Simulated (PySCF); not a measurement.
Working with the constants of MgI

UHF-CCSD(T) constants of MgI, ²Σ⁺ (doublet), unpaired electrons σ ↑ (PySCF, spin-free X2C with a Gaussian nucleus, basis sets Mg x2c-TZVPPall, I x2c-TZVPPall; masses 23.9850 and 126.9045 u):

```
ωe              : 316.7 cm⁻¹
ωexe            : 1.06 cm⁻¹
Be              : 0.12456 cm⁻¹
αe              : 0.000607 cm⁻¹
D (centrifugal) : 7.71e-08 cm⁻¹
De to Mg + I    : 2.09 eV
```

Q: Give the vibrational terms G(v) and spacings up to v = 6.

A: G(v) = ωe(v+½) − ωexe(v+½)².

```tsv
v	G(v) (cm⁻¹)	G(v) − G(v−1)	Bv (cm⁻¹)
0	158.1		0.1243
1	472.7	314.6	0.1236
2	785.1	312.5	0.1230
3	1095.5	310.3	0.1224
4	1403.7	308.2	0.1218
5	1709.8	306.1	0.1212
6	2013.8	304.0	0.1206
```

Q: How well does the Morse estimate ωe²/(4ωexe) reproduce De, and what is D0?

A: It gives 2.93 eV, 140 % of the computed De. D0 = De − G(0) = 2.09 − 0.02 = 2.07 eV.

Correlated steps freeze 19 core orbitals. These are scalar-relativistic numbers at best; spin–orbit coupling would shift them, the dissociation energy most. The state is the lowest determinant that a PBE0 search found; another state may lie lower at other levels.
